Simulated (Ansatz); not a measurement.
**Worked example: Cd(CH3)Br + C2H7N → Cd(CH3)(NH2) + C2H5Br**

Species: Cd(CH3)Br, singlet; C2H7N (ethanamine) `CCN`, singlet; Cd(CH3)(NH2), singlet; C2H5Br `CCBr`, singlet. The partners trade Br for NH2: Cd–Br and C–NH2 bonds give way to Cd–NH2 and C–Br.

Shapes, held fixed at every level: PBE0-D4/def2-TZVP. Flexible molecules stand in one conformer, not always the lowest. Programs: Ansatz 0.2.0. Electronic energies: no zero-point or thermal term.

At CCSD(T)/def2-TZVPP; 1 Eh = 2625.50 kJ/mol:

| species | energy (Eh) |
| --- | --- |
| Cd(CH3)Br | -2780.158923 |
| C2H7N | -134.942757 |
| Cd(CH3)(NH2) | -263.265209 |
| C2H5Br | -2651.785490 |

Task: Work out ΔE of the reaction at this level.

Result: 
1. Products less reactants: (-263.265209) + (-2651.785490) − [(-2780.158923) + (-134.942757)] = 0.050981 Eh = +133.9 kJ/mol.

Other levels give +127.5 (MP2/def2-TZVPP) to +199.5 kJ/mol (HF/def2-SVP). No measured value is set beside it here. For atoms past krypton def2 sets carry core potentials with scalar relativity. Relativity is left out for Br. Outer-core shells of Br, Cd are correlated, in sets that cover them unevenly. The median of the other levels is +142.3 kJ/mol.
